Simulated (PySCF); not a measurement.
# Rh²⁺: excitation energy

Rh²⁺ [Kr] 4d7 (4F) → Rh²⁺ [Kr] 4d6 5s1, s spin flipped, as a difference of total energies. All numbers are calculated (PySCF 2.14, the spin-free X2C one-electron Hamiltonian (Gaussian nucleus), in aug-cc-pVTZ-DK). Correlated levels: valence: [Kr] frozen. The calculations carry no spin-orbit coupling.

```tsv
method	excitation energy (cm⁻¹)
UHF	49218
LDA	50049
PBE	51626
PBE0	52422
r2SCAN	53028
wB97X	51250
r2SCANh	52912
B3LYP	50129
MP2 (valence)	52076
SCS-MP2 (valence)	52550
```

The upper determinant mixes two multiplicities, so it lies between the two terms.
